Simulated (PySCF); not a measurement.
# Atomic charges by several schemes

Compound: C₂H₁₂OSi₃.
Cartesian coordinates in Å at the GFN2-xTB level; atoms count from 1:
```
atom  x, y, z in Å
C1    -0.817   -1.820    0.037
Si2   -1.268   -0.260   -0.948
C3    -2.741    0.633   -0.152
O4     0.001    0.755   -0.967
Si5    1.365    1.531   -0.544
Si6    3.089    0.011   -0.405
H7    -1.606   -2.564   -0.019
H8    -0.650   -1.597    1.088
H9     0.091   -2.277   -0.346
H10   -1.492   -0.558   -2.367
H11   -2.968    1.557   -0.675
H12   -2.537    0.889    0.885
H13   -3.634    0.016   -0.169
H14    1.070    2.221    0.721
H15    1.493    2.554   -1.589
H16    3.681   -0.045    0.939
H17    2.715   -1.373   -0.724
H18    4.201    0.334   -1.308
```

Density: PBE0/pcSseg-1 (PySCF); schemes: Mulliken, IAO, Hirshfeld and ESP-fitted. One conformer (not necessarily the lowest) at the GFN2-xTB geometry, without solvent, vibrations or thermal averaging.

At which atom do the 4 schemes differ most?

At Si2: from +0.439 (Hirshfeld) to +1.163 e (IAO), 0.724 e apart.

Which atoms carry the highest charge in the Mulliken, IAO, Hirshfeld and ESP-fitted schemes?

All schemes agree: Mulliken Si2 (+1.001); IAO Si2 (+1.163); Hirshfeld Si2 (+0.439); ESP-fitted Si2 (+1.005).

Give the atomic charges in each scheme.

In e:

| atom | environment | Mulliken | IAO | Hirshfeld | ESP-fitted |
| --- | --- | --- | --- | --- | --- |
| C1 | Si-methyl carbon | -0.660 | -0.746 | -0.221 | -0.718 |
| Si2 | oxygen-bound silicon | +1.001 | +1.163 | +0.439 | +1.005 |
| C3 | Si-methyl carbon | -0.645 | -0.743 | -0.219 | -0.737 |
| O4 | siloxane oxygen | -0.730 | -0.884 | -0.306 | -0.533 |
| Si5 | oxygen-bound silicon | +0.603 | +0.750 | +0.328 | +0.547 |
| Si6 | SiH3 silicon | +0.108 | +0.239 | +0.211 | +0.130 |
| H7 | methyl hydrogen | +0.135 | +0.157 | +0.042 | +0.158 |
| H8 | methyl hydrogen | +0.134 | +0.152 | +0.041 | +0.171 |
| H9 | methyl hydrogen | +0.145 | +0.156 | +0.038 | +0.152 |
| H10 | Si–H hydrogen | -0.133 | -0.161 | -0.092 | -0.225 |
| H11 | methyl hydrogen | +0.139 | +0.159 | +0.043 | +0.167 |
| H12 | methyl hydrogen | +0.135 | +0.155 | +0.042 | +0.175 |
| H13 | methyl hydrogen | +0.132 | +0.155 | +0.041 | +0.161 |
| H14 | Si–H hydrogen | -0.100 | -0.140 | -0.086 | -0.133 |
| H15 | Si–H hydrogen | -0.096 | -0.130 | -0.082 | -0.129 |
| H16 | Si–H hydrogen | -0.058 | -0.097 | -0.077 | -0.073 |
| H17 | Si–H hydrogen | -0.056 | -0.091 | -0.068 | -0.048 |
| H18 | Si–H hydrogen | -0.055 | -0.095 | -0.076 | -0.070 |

Mean size of the charges over all atoms: IAO 0.343 e, ESP-fitted 0.296 e, Mulliken 0.281 e, Hirshfeld 0.136 e. Each set sums to the total charge, 0, to within 0.001 e. The IAO scheme counts the electrons in orthogonalised intrinsic atomic orbitals, a minimal basis polarised so that it spans the occupied orbitals exactly.

How closely do the schemes follow one another over all atoms?

Correlation coefficient and root-mean-square difference: Mulliken with IAO 1.00, 0.080 e; Mulliken with ESP-fitted 0.99, 0.062 e; IAO with ESP-fitted 0.98, 0.108 e; IAO with Hirshfeld 0.97, 0.305 e; Mulliken with Hirshfeld 0.95, 0.237 e; Hirshfeld with ESP-fitted 0.94, 0.242 e.

How many electrons does the Mulliken scheme count on O4?

Z − q = 8 − (-0.730) = 8.730.

Sum the charges by element, for elements with more than one atom.

```
element  atoms  Mulliken     IAO  Hirshfeld  ESP-fitted
      C      2    -1.306  -1.489     -0.440      -1.455
     Si      3    +1.713  +2.152     +0.977      +1.681
      H     12    +0.323  +0.222     -0.232      +0.307
```
